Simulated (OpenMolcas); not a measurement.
What dynamic correlation does to the levels of Sn I

- Program: OpenMolcas
- Basis: ANO-R3 [8s7p5d3f2g1h]
- Scalar Hamiltonian: X2C, finite nucleus
- Active space: 4 electrons in 4 orbitals (5s 5p)
- State averaging: 2S+1 = 3 even, 3 roots; 2S+1 = 1 even, 6 roots; 2S+1 = 5 odd, 1 root; 2S+1 = 3 odd, 5 roots
- Spin-orbit coupling: RASSI with atomic mean-field integrals over the reference wave functions, term energies averaged over their components

Methods on the same reference wave functions:
A. CASSCF
B. SS-CASPT2, IPEA 0.25 Eh, imaginary shift 0.1 Eh (closed shells correlated: 4d)

Energies in cm-1 above 5s2 5p2 3P0, the measured ground level; measured values from NIST Handbook of Basic Atomic Spectroscopic Data.

| Level | A | B | Measured |
| --- | --- | --- | --- |
| 5s2 5p2 3P0 | 0.0 | 0.0 | 0.0 |
| 5s2 5p2 3P1 | 1451 | 1459 | 1692 |
| 5s2 5p2 3P2 | 3155 | 3020 | 3428 |
| 5s2 5p2 1D2 | 10448 | 8080 | 8613 |
| 5s2 5p2 1S0 | 17472 | 17210 | 17162 |
| 5s 5p3 5S* 2 | 28026 | 38590 | 39626 |

Deviations, from unrounded energies. A percentage is the sum of absolute deviations over the sum of measured energies, with the sign that they share, or ± where signs differ.

```
                        Against measurement  Levels      A      B
             mean absolute deviation (cm-1)       5   2900    450
      fine structure of the ground term (%)       2  -10.0  -12.4
other terms of the ground configuration (%)       2   +8.3   ±2.3
                   other configurations (%)       1  -29.3   -2.6
```

B lies closest to measurement on these levels. The largest miss of B in the table is 5s 5p3 5S* 2, by -1000 cm-1. The ranking rests on the paired levels alone, and a cruder setting can come out closer through cancelling errors.

From A to B the spin-free energies of the other terms of 5s2 5p2 shown, above 3P, scale by factors of 0.67 to 0.98.

The lowest spin-free term lies below A's lowest term by 0.530 hartree in B.

Term energies are means over components that CASPT2 splits; among the terms shown or strongly mixed into the levels shown the widest spread is 17 cm-1 (5s2 5p2 1D, B). Over all roots computed the reference weight is 0.84 to 0.93 in B; the roots of lowest weight are the least certain, and an intruder state may touch them. Terms of s pⁿ other than that of highest spin mix with s² pⁿ⁻² d, which this space lacks; all of them can be thousands of cm-1 off, and some have no real level of that name. Measured partners are found by configuration, term and J. A level has none where our copy of the source lacks it or the pairing is in doubt (some pairs that miss far off the trend of their configuration count as doubtful), and it then counts in no deviation. Levels of configurations outside the active space are missing. Levels that lie high or do not pair safely by name in every column are left out.

* marks odd parity.
